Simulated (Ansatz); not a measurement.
Na6Pt⁻ (the lowest doublet isomer of a short search). Charge -1, multiplicity 2. Geometry PBE0-D4/def2-SVPD, basis def2-TZVPD, Ansatz.

```tsv
atom	x (Å)	y (Å)	z (Å)
Pt1	0.185	0.104	-0.414
Na2	-1.034	2.496	-1.066
Na3	-2.461	-0.343	0.394
Na4	2.896	0.344	-0.112
Na5	0.297	1.501	1.999
Na6	0.687	-2.095	1.227
Na7	-0.571	-2.006	-2.030
```

```tsv
run	HOMO (eV)	LUMO (eV)
A	-0.47	1.33
B	-0.33	0.95
C	-0.79	1.43
D	0.07	0.50
```

In the def2 sets Pt takes a core potential; there is no spin–orbit coupling. The structure comes from a short search, and lower isomers may exist.

HOMO and LUMO are taken over both spins.

Problem. The runs used BHLYP, CAM-B3LYP, PBE, PBE0. Estimate which is which.

Solution. A BHLYP (50 % exact exchange); B PBE0 (25 % exact exchange); C CAM-B3LYP (range-separated); D PBE (0 % exact exchange). Exact exchange lowers occupied and raises empty levels; among semilocal functionals meta-GGAs tend to open the gap a little, and such runs are hard to tell apart. The gap grows from 0.43 eV (PBE) to 2.22 eV (CAM-B3LYP). At PBE0-D4/def2-TZVPD, CAM-B3LYP-D4/def2-TZVPD the charge -1 doublet is spin-contaminated (final ⟨S²⟩ up to 0.98, 0.75 for a pure state). At PBE-D4/def2-TZVPD the highest occupied level of the charge -1 doublet lies above zero (up to 0.07 eV). By energy differences its removal costs 1.22 eV (vertical, to the charge 0 singlet, at PBE-D4/def2-TZVPD); a positive level beside a positive removal energy at the same level points to self-interaction error.
